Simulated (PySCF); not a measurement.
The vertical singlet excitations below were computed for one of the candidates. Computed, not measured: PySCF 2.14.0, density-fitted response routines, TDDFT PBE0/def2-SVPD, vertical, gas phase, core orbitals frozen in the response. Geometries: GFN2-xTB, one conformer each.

```csv
state,λ (nm),f
S1,171.6,0.0025
S2,168.8,0.0031
S3,166.8,0.0030
S4,156.0,0.051
S5,155.2,0.014
S6,153.7,0.013
```

Triplets computed (Tamm–Dancoff): 6.34, 6.69 eV.

Task: Which candidate is it? All have the formula C4H9NO2Si.
A. `CO[Si@@H](C)OCC#N`
B. `C=NC(=C)O[SiH2]OC`
C. `C[C@@H]1C[Si@@H](C(N)=O)O1`

Result: A. Its S1, at 7.22 eV, is the highest among the candidates; the nearest of the others has S1 at 4.41 eV. S1 is HOMO-1→LUMO (42%), HOMO→LUMO (41%). Löwdin shares by element: HOMO oxygen 38% or more, silicon 14%, carbon 13% or more, hydrogen 11% or more (atoms not listed hold the other 24%); LUMO carbon 35% or more, nitrogen 22%, silicon 10% (atoms not listed hold the other 32%). At the same level the other candidates give, for their lowest levels:
- `C=NC(=C)O[SiH2]OC`: 298 nm (f 0.061); 243 nm (f 0.025); 209 nm (f 0.004); 199 nm (f 0.049); 195 nm (f 0.016); T1 3.03 eV; HOMO -6.57, LUMO -1.30 eV
- `C[C@@H]1C[Si@@H](C(N)=O)O1`: 281 nm (f 0.003); 208 nm (f 0.025); 203 nm (f 0.018); 191 nm (f 0.032); 184 nm (f 0.023); T1 3.79 eV; HOMO -7.09, LUMO -0.88 eV

The values belong to the conformer `[CH3:1][O:2][Si@@H:3]([CH3:4])[O:5][CH2:6][C:7]#[N:8]`: C1–O2–Si3–C4 60°, O2–Si3–O5–C6 52°, Si3–O5–C6–C7 174°.
